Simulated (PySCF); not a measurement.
Molecule: `CCCOC(C)C`, C6H14O.

Geometry (Å), atoms numbered from 1 in this order:
```xyz
21

C     3.336    0.089   -0.047
C     2.031   -0.439    0.533
C     0.817    0.174   -0.158
O    -0.346   -0.349    0.440
C    -1.556    0.302    0.098
C    -2.002   -0.005   -1.335
C    -2.600   -0.172    1.105
H     3.400   -0.131   -1.110
H     3.405    1.167    0.085
H     4.184   -0.373    0.451
H     1.973   -0.213    1.598
H     1.981   -1.523    0.421
H     0.845   -0.060   -1.233
H     0.836    1.271   -0.049
H    -1.415    1.393    0.200
H    -2.090   -1.080   -1.469
H    -1.288    0.382   -2.057
H    -2.968    0.456   -1.525
H    -2.720   -1.248    1.024
H    -3.555    0.311    0.916
H    -2.275    0.064    2.114
```

Frames of a GFN2-xTB Langevin trajectory at 300 K; GIAO PBE0/pcSseg-1 shieldings in PySCF, gas phase, non-relativistic; equivalent atoms averaged within each frame.

References, each an isolated molecule treated in the same way: $^{13}$C (σref 186.93) and $^{1}$H (σref 31.72) vs TMS; H2O for $^{17}$O (σref 336.08). The references are static minima.

Task: How do the shifts (ppm) fluctuate along the trajectory?

Result: 
```tsv
time (fs)	C5	C3	C2	C6/C7	C1	O4	H15	H13/H14	H11/H12	H16/H17/H18/H19/H20/H21
optimised geometry	76.8	76.0	28.3	24.0	11.7	77.9	3.57	3.44	1.70	1.18
250	72.9	69.4	33.2	28.3	15.0	90.9	3.96	3.89	2.72	1.65
425	74.9	79.1	30.4	24.2	13.6	78.5	3.10	4.03	2.09	1.65
625	70.7	71.2	29.4	25.6	9.3	71.0	2.60	3.38	1.66	1.45
800	76.6	76.9	32.2	25.2	10.5	100.2	3.35	4.20	2.00	1.58
1000	71.5	83.0	32.1	26.1	16.8	84.8	2.69	4.32	2.20	1.49
mean of frames	73.3	75.9	31.5	25.9	13.0	85.1	3.14	3.96	2.14	1.57
standard deviation	2.4	5.6	1.5	1.5	3.1	11.2	0.55	0.37	0.39	0.09
```

5 frames give an uncertainty of the mean of about the standard deviation over 2.2 at best, since frames this close in time may not be independent; classical motion lacks zero-point vibration, and the reference would need the same averaging.
